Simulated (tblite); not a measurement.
Compound: C7H19NSi.
Numbering: `[CH3:1][CH2:2][C@@H:3]([CH3:4])[N:5]([SiH3:6])[CH:7]([CH3:8])[CH3:9]` (hydrogens: H10, H11, H12 on C1; H13, H14 on C2; H15 on C3; H16, H17, H18 on C4; H19, H20, H21 on Si6; H22 on C7; H23, H24, H25 on C8; H26, H27, H28 on C9)

Cartesian coordinates in Å at the GFN2-xTB level; atoms count from 1:
```
atom  x, y, z in Å
C1     0.9245   -0.5422   -2.3940
C2     1.7410   -0.2416   -1.1452
C3     0.9126   -0.3044    0.1478
C4     1.8200    0.0085    1.3422
N5    -0.2514    0.5642    0.0973
Si6   -0.1226    2.2780    0.0699
C7    -1.5289   -0.0173    0.4780
C8    -1.9826   -1.1222   -0.4799
C9    -1.5545   -0.5130    1.9272
H10    1.5497   -0.4730   -3.2816
H11    0.5040   -1.5446   -2.3474
H12    0.1118    0.1732   -2.4877
H13    2.1863    0.7492   -1.2362
H14    2.5552   -0.9653   -1.0577
H15    0.5538   -1.3333    0.2545
H16    2.2485    1.0017    1.2331
H17    1.2566   -0.0217    2.2707
H18    2.6288   -0.7172    1.4028
H19    1.0665    2.6609   -0.6867
H20   -0.0391    2.9063    1.4022
H21   -1.3303    2.7626   -0.6032
H22   -2.2595    0.7950    0.4004
H23   -1.3405   -1.9973   -0.4202
H24   -1.9751   -0.7543   -1.5021
H25   -2.9954   -1.4273   -0.2277
H26   -0.8893   -1.3622    2.0654
H27   -2.5630   -0.8213    2.1938
H28   -1.2482    0.2859    2.5985
```

All values are computed: GFN2-xTB (tblite) harmonic vibrations without scaling, gas phase. The method is semi-empirical: single wavenumbers can be off by several per cent or more. Modes of hydrogen on silicon can be 10 to 20 % off. One conformer, not necessarily the lowest.

Harmonic wavenumbers (cm⁻¹): 65.1, 67.6, 85.0, 114.3, 169.7, 194.5, 205.7, 214.6, 222.5, 247.4, 251.2, 262.3, 320.2, 345.6, 425.1, 459.8, 506.1, 525.4, 582.8, 622.7, 660.2, 777.4, 813.6, 829.4, 837.7, 880.9, 908.8, 935.2, 966.4, 977.8, 996.7, 1038.2, 1049.2, 1081.4, 1118.6, 1130.3, 1144.3, 1170.8, 1207.3, 1215.4, 1262.7, 1288.1, 1315.7, 1343.6, 1347.3, 1374.0, 1395.3, 1402.7, 1407.8, 1412.7, 1485.0, 1490.7, 1492.1, 1493.5, 1497.3, 1504.3, 1505.8, 1508.6, 1515.2, 2139.7, 2232.4, 2270.4, 2925.1, 2931.6, 2964.3, 3000.4, 3021.8, 3026.4, 3027.9, 3030.6, 3031.8, 3033.0, 3036.4, 3036.9, 3040.0, 3044.8, 3047.9, 3050.4.

A = 1357, B = 1104, C = 962.6 MHz; mass 145.129 u (most abundant isotopes); point group C1, symmetry number 1.

Task: Zero-point energy?

Result: ½Σν̃ = 53781 cm⁻¹ = 153.77 kcal/mol.

Task: Give the ideal-gas entropy at 200 K and 1 bar in the rigid-rotor, harmonic-oscillator model (classical rotation).

Result: Translation 38.87, rotation 28.60, vibration 25.89: S = 93.4 cal/(mol K).

Task: And Cp and H(200 K) − H(0)?

Result: Cp = 37.65 cal/(mol K), of which vibrations give 29.70 (their classical limit is 78 R = 155.0); H(200 K) − H(0) = 4.55 kcal/mol without the zero-point energy, 2.96 from vibrations.

Task: Which modes carry the vibrational entropy at 200 K?

Result: 65.1 cm⁻¹: 3.51; 67.6 cm⁻¹: 3.44; 85.0 cm⁻¹: 3.00; 114.3 cm⁻¹: 2.43; 169.7 cm⁻¹: 1.71; 194.5 cm⁻¹: 1.47 cal/(mol K); the other 72 give 10.33 together.

Task: Blend soft modes into free rotors: weight 1/[1 + (100 cm⁻¹/ν̃)⁴] for the oscillator and the rest for a rotor with moment μB/(μ + B), μ = h/(8π²ν), B = 10⁻⁴⁴ kg m². What vibrational entropy results?

Result: 24.73 cal/(mol K) in place of 25.89, which changes −T·S at 200 K by +0.23 kcal/mol.

Task: How do the functions run with temperature in this model?

Result: 
```tsv
T (K)	S (cal/(mol K))	Cp (cal/(mol K))	H − H(0) (kcal/mol)	G − H(0) (kcal/mol)	ln q(vib)
100	72.5	23.6	1.46	-5.79	1.93
300	111.2	51.3	9.00	-24.36	9.28
500	143.8	77.8	22.00	-49.91	16.61
800	186.9	105.7	49.86	-99.70	27.22
1000	211.9	118.2	72.31	-139.64	33.88
```

q(vib) and H(0) count from the zero-point level.

Task: What must be added to the electronic energy to get the Gibbs energy at 200 K and 1 bar?

Result: ZPE + [H(200 K) − H(0)] − T·S = 153.77 + 4.55 − 18.67 = 139.65 kcal/mol.

Hindered rotation and anharmonicity are outside this model. Other conformers, if any are populated, would add a mixing term that is left out. The structure is chiral; the term R ln 2 for an equal mix with its mirror image is left out.

The run took 5.2 s of wall time on one thread, Intel Xeon at 2.50 GHz (x86_64), shared host. This covers the Hessian and the dipole derivatives.
